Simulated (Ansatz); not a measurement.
Species: SiH3F, charge 0, singlet. SiH3F (fluorosilane, SMILES F[SiH3]).
B3LYP-D3(BJ)/def2-TZVP minimum from Ansatz (an electronic-structure program):
```xyz
5

Si    -0.4862     0.0000    -0.1271
F      1.0677    -0.0001     0.2790
H     -0.8510     1.3637    -0.5621
H     -0.6773    -0.9663    -1.2277
H     -1.2744    -0.3971     1.0573
```
Charge 0, spin multiplicity 1.

Atomisation energy term by term, kcal/mol (programs: Ansatz). Open shells are spin-unrestricted; no spin-orbit coupling. Cores are frozen in correlated methods. Rows without X2C or -DK are non-relativistic. CBS(X,Y): correlation extrapolated as X^-3, Hartree-Fock from the larger set (Q,5: extrapolated as (X+1)exp(-9√X)). A bracket is a step between two methods taken in the basis named. 'core' is core correlation in cc-pwCVTZ (1s frozen past Ne), 'X2C' scalar relativity in cc-pVTZ-DK, both at CCSD(T). For partners of very few electrons the exact lower level stands in for a higher one.

```tsv
term	basis	kcal/mol
Hartree-Fock	CBS(cc-pV(Q+d)Z,cc-pV(5+d)Z)	296.53
CCSD correlation	CBS(cc-pV(Q+d)Z,cc-pV(5+d)Z)	83.26
(T)	CBS(cc-pV(Q+d)Z,cc-pV(5+d)Z)	3.29
CCSDT(Q) - CCSD(T)	cc-pV(T+d)Z	-0.14
CCSDTQ - CCSDT(Q)	cc-pV(D+d)Z	-0.03
core correlation	cc-pwCVTZ	-0.22
scalar relativity	X2C, cc-pVTZ-DK	-0.93
sum: De		381.8
```

The step beyond CCSD(T) by other levels: CCSDTQ in cc-pV(D+d)Z 0.21; CCSDT(Q) in cc-pV(D+d)Z 0.24 kcal/mol.
